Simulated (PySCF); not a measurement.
**Two-component Hartree-Fock for Si²⁺ (silicon, charge +2)**

Start: [Ne] 3s1 3p1; 3s1/2 filled at m_j = +1/2; 3p3/2 filled at m_j = +3/2. Calculated with PySCF 2.14 in x2c-SVPall-2c with one added diffuse shell each of s, p type (5s5p1d, 25 functions): generalised Hartree-Fock with the X2C-1e Hamiltonian and a Gaussian nucleus; one run each with spin-orbit coupling (SO) switched off, then screened by Boettger's factors. This is a chosen level, not necessarily the ground level.

| spinor shell | electrons | ε, spin-free (eV) | ε, screened SO (eV) | weight of nominal j (screened SO) | rms radius, screened SO (bohr) |
| --- | --- | --- | --- | --- | --- |
| 1s1/2 | 2 | -1899.0 | -1899.0 | 1.000 | 0.129 |
| 2s1/2 | 2 | -190.48 | -190.48 | 1.000 | 0.613 |
| 2p1/2 | 2 | -138.32 | -138.77 | 0.865 | 0.597 |
| 3s1/2 | 1 | -35.397 | -35.400 | 0.999 | 2.10 |
| 3p3/2 | 1 | -26.701 | -26.684 | 1.000 | 2.40 |

Q: Where does 2p3/2 lie, and what is the 2p spin-orbit splitting (screened SO)?

A: At -138.11 eV, 0.652 eV above 2p1/2.

```tsv
quantity	spin-free	screened SO
E (hartree)	-288.29060	-288.29009
M_J	2	2
⟨J²⟩	6.004	6.004
⟨L²⟩	2.004	2.004
⟨S²⟩	2.000	2.000
```

Each row is a mean over spinors that exchange with the open shell spreads, by up to 1.447 eV (2p3/2).

Rows whose weight is well below 1 are mixtures of j = l ± 1/2: exchange outweighs spin-orbit coupling there, and the label is only the starting occupation.

Without spin-orbit coupling the j labels of p, d and f shells carry no meaning; the spin-free column gives the mean over the occupied spinors of each nl shell.
